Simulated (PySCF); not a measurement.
C₆ coefficients of unlike pairs at PBE

Calculated with PySCF 2.14 from the dipole response of each species, C₆(A,B) = (3/π) ∫ α_A(iu) α_B(iu) du, in atomic units, from isotropic polarisabilities. For ions this is the dispersion term alone; charge-induced terms of lower order in 1/R come first.

```csv
species,configuration,basis,relativity,α (bohr³),C₆ (like pair)
S³⁺,[Ne] 3s2 3p1 (2P),aug-cc-pV(T+d)Z (6s5p4d2f),none,5.341,14.16
Al⁺,[Ne] 3s2 (1S),aug-cc-pVQZ-DK (7s6p4d3f2g),spin-free X2C,24.08,121.3
As,[Ar] 3d10 4s2 4p3 (4S),aug-cc-pVTZ-DK (7s6p4d2f),spin-free X2C,33.09,282.3
Zr⁺,[Kr] 4d2 5s1 (4F),dyall-av2z (22s15p11d2f),none,61.55,522.2
```

Estimate C₆ for As with Al⁺.

The integral gives 183.5. The combination rule 2 C_A C_B / (C_A α_B/α_A + C_B α_A/α_B) gives 184.1 and the geometric mean 185.1.

No spin-orbit coupling is included.

The other pairs:

| pair | C₆ |
| --- | --- |
| Al⁺, S³⁺ | 37.92 |
| As, S³⁺ | 60.64 |
| Zr⁺, As | 372.3 |
| Zr⁺, Al⁺ | 248.1 |
| Zr⁺, S³⁺ | 75.97 |
